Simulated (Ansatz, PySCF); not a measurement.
Reaction R1 + 2 R2 → P1 + P2, each structure at its B3LYP-D3(BJ)/def2-TZVP stationary point, reached from a drawn start (curvature not checked).
P1: H3InO3 (SMILES [OH][In]([OH])[OH]), charge 0, multiplicity 1.
R1: HInO (SMILES [OH][In]), charge 0, multiplicity 1.
P2: H2 (SMILES [H][H]), charge 0, multiplicity 1.
R2: H2O (SMILES O), charge 0, multiplicity 1.

P less R. No zero-point or thermal terms; no spin–orbit coupling. One arrangement of each flexible species, with no search for the lowest.

Frozen-core correlation throughout. In cc and def2 sets filled d and f shells under p-block atoms count as core.

The values were computed with Ansatz (Gaussian orbitals); PySCF for the D3/D4 terms. All values are computed, each at the level named. Elements past Kr take the def2 small-core potentials, without spin–orbit coupling.

Total energies in hartree:

```json
[
 {"structure": "P1", "PBE/def2-TZVPP": "-417.535337", "B3LYP-D3(BJ)/def2-TZVPP": "-417.840970", "CCSD(T)/def2-QZVPP": "-416.615725"},
 {"structure": "R1", "PBE/def2-TZVPP": "-265.961609", "B3LYP-D3(BJ)/def2-TZVPP": "-266.110635", "CCSD(T)/def2-QZVPP": "-265.073782"},
 {"structure": "P2", "PBE/def2-TZVPP": "-1.166122", "B3LYP-D3(BJ)/def2-TZVPP": "-1.180145", "CCSD(T)/def2-QZVPP": "-1.173867"},
 {"structure": "R2", "PBE/def2-TZVPP": "-76.380147", "B3LYP-D3(BJ)/def2-TZVPP": "-76.467236", "CCSD(T)/def2-QZVPP": "-76.361323"}
]
```

**Question.** Work out the reaction energy at each level in kJ/mol (1 hartree = 2625.49964 kJ/mol), and say how far PBE/def2-TZVPP lies from CCSD(T)/def2-QZVPP.

**Answer.** 
- PBE/def2-TZVPP: (-417.535337) + (-1.166122) − (-265.961609) − 2 × (-76.380147) = 0.020444 hartree = 53.7 kJ/mol
- B3LYP-D3(BJ)/def2-TZVPP: (-417.840970) + (-1.180145) − (-266.110635) − 2 × (-76.467236) = 0.023992 hartree = 63.0 kJ/mol
- CCSD(T)/def2-QZVPP: (-416.615725) + (-1.173867) − (-265.073782) − 2 × (-76.361323) = 0.006836 hartree = 17.9 kJ/mol
PBE/def2-TZVPP less CCSD(T)/def2-QZVPP: 35.8 kJ/mol. CCSD(T)/def2-QZVPP is the level counted from, the highest shown, and no exact or measured value.

Ansatz is a program for electronic structure.
